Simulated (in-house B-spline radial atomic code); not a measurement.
Whole-atom quantities along the 67-electron series, configuration 1s2 2s2 2p6 3s2 3p6 3d10 4s2 4p6 4d10 4f5/2(6) 4f7/2(7) 5s2 5p6. Breit and QED terms are first order and not part of the total energy; the density at the nucleus is averaged over the nuclear charge. Computed with a B-spline radial code for spherical atoms: Dirac-Hartree-Fock, jj configuration that fills j = l - 1/2 first, finite nuclei.

```tsv
ion	Z	E/Z² (Eh)	Σ<r²> (bohr²)	n(0)/Z³ (bohr⁻³)	Lamb diamagnetic shielding (ppm)	repulsion over attraction	Breit energy (eV)	self-energy (eV)	vacuum polarisation (eV)
Tm2+	69	-2.851	35.955	2.6815	8649.44	0.14941	359.9	292.17	-49.034
Yb3+	70	-2.8707	32.035	2.7708	8839.44	0.14835	378.29	308.43	-52.495
Lu4+	71	?	?	?	?	?	?	?	?
Hf5+	72	?	?	?	?	?	?	?	?
Ta6+	73	-2.929	24.329	3.1039	9416.53	0.1447	437.69	361.77	-64.27
W7+	74	-2.9483	22.508	3.2264	9611.86	0.14338	458.96	381.17	-68.695
```

(1) Fill in the row of Lu4+.

(2) Fill in the row of Hf5+.

(3) With what power of Z does the column «vacuum polarisation (eV)» change over this range?

Answers

(1) E/Z² (Eh): -2.8902; Σ<r²> (bohr²): 28.967; n(0)/Z³ (bohr⁻³): 2.8684; Lamb diamagnetic shielding (ppm): 9030.44; repulsion over attraction: 0.1472; Breit energy (eV): 397.37; self-energy (eV): 325.43; vacuum polarisation (eV): -56.177.

(2) E/Z² (Eh): -2.9097; Σ<r²> (bohr²): 26.45; n(0)/Z³ (bohr⁻³): 2.9854; Lamb diamagnetic shielding (ppm): 9222.77; repulsion over attraction: 0.14597; Breit energy (eV): 417.17; self-energy (eV): 343.2; vacuum polarisation (eV): -60.103.

(3) A fit of the logarithm of its size against log Z from Z = 69 to 74 has slope 4.82.
